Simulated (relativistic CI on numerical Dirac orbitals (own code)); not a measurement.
d4 in a ligand field

Computed with a parametric ligand-field model of a d^n configuration (Racah B and C, spin-orbit zeta, crystal field), exact diagonalisation.

Field parameters in Wybourne normalisation: Oh B⁴₀ = 21Dq, B⁴₄ = √(5/14) B⁴₀. The field is a parameter set, without covalency.

B = 640 cm⁻¹, C = 2370 cm⁻¹ (C/B = 3.70), Oh, no spin-orbit coupling. Tanabe-Sugano data, E/B above the lowest term (Δ = |10Dq|; b, c mark the second and third term of a kind):

| Δ/B | 5E | 5T2 | 3T1 | 3E | 3T2 | 1T2 | 1E | 1A1 |
| --- | --- | --- | --- | --- | --- | --- | --- | --- |
| 1.0 | 0.00 | 1.00 | 18.69 | 18.99 | 19.58 | 28.08 | 28.01 | 29.03 |
| 3.0 | 0.00 | 3.00 | 17.69 | 19.24 | 20.52 | 27.16 | 27.25 | 29.42 |
| 5.0 | 0.00 | 5.00 | 16.25 | 19.40 | 20.95 | 25.84 | 26.24 | 29.23 |
| 7.0 | 0.00 | 7.00 | 14.62 | 19.51 | 21.18 | 24.36 | 25.06 | 28.77 |
| 9.0 | 0.00 | 9.00 | 12.90 | 19.59 | 21.34 | 22.79 | 23.72 | 28.13 |
| 11.0 | 0.00 | 11.00 | 11.12 | 19.65 | 21.44 | 21.16 | 22.27 | 27.37 |
| 13.0 | 0.00 | 13.00 | 9.30 | 19.69 | 21.52 | 19.48 | 20.72 | 26.51 |
| 15.0 | 0.00 | 15.00 | 7.46 | 19.73 | 21.59 | 17.76 | 19.10 | 25.56 |
| 17.0 | 0.00 | 17.00 | 5.59 | 19.76 | 21.64 | 16.01 | 17.42 | 24.54 |
| 19.0 | 0.00 | 19.00 | 3.71 | 19.78 | 21.68 | 14.23 | 15.70 | 23.44 |
| 21.0 | 0.00 | 21.00 | 1.81 | 19.80 | 21.71 | 12.44 | 13.93 | 22.27 |
| 23.0 | 0.09 | 23.09 | 0.00 | 19.92 | 21.84 | 10.72 | 12.23 | 21.13 |
| 25.0 | 2.01 | 27.01 | 0.00 | 21.85 | 23.78 | 10.81 | 12.33 | 21.76 |
| 27.0 | 3.94 | 30.94 | 0.00 | 23.79 | 25.73 | 10.89 | 12.41 | 22.34 |
| 29.0 | 5.87 | 34.87 | 0.00 | 25.73 | 27.69 | 10.97 | 12.49 | 22.88 |
| 31.0 | 7.81 | 38.81 | 0.00 | 27.68 | 29.64 | 11.05 | 12.55 | 23.38 |
| 33.0 | 9.75 | 42.75 | 0.00 | 29.63 | 31.60 | 11.12 | 12.61 | 23.84 |
| 35.0 | 11.70 | 46.70 | 0.00 | 31.59 | 33.57 | 11.18 | 12.66 | 24.27 |
| 37.0 | 13.66 | 50.66 | 0.00 | 33.55 | 35.53 | 11.25 | 12.70 | 24.67 |
| 39.0 | 15.61 | 54.61 | 0.00 | 35.51 | 37.50 | 11.31 | 12.74 | 25.04 |
| 41.0 | 17.57 | 58.57 | 0.00 | 37.48 | 39.47 | 11.36 | 12.78 | 25.38 |
| 43.0 | 19.53 | 62.53 | 0.00 | 39.45 | 41.44 | 11.42 | 12.81 | 25.70 |
| 45.0 | 21.50 | 66.50 | 0.00 | 41.42 | 43.42 | 11.47 | 12.84 | 26.00 |
| 47.0 | 23.47 | 70.47 | 0.00 | 43.39 | 45.39 | 11.52 | 12.87 | 26.28 |

The ground term changes from 5E to 3T1 between Δ/B = 21.0 and 23.0.
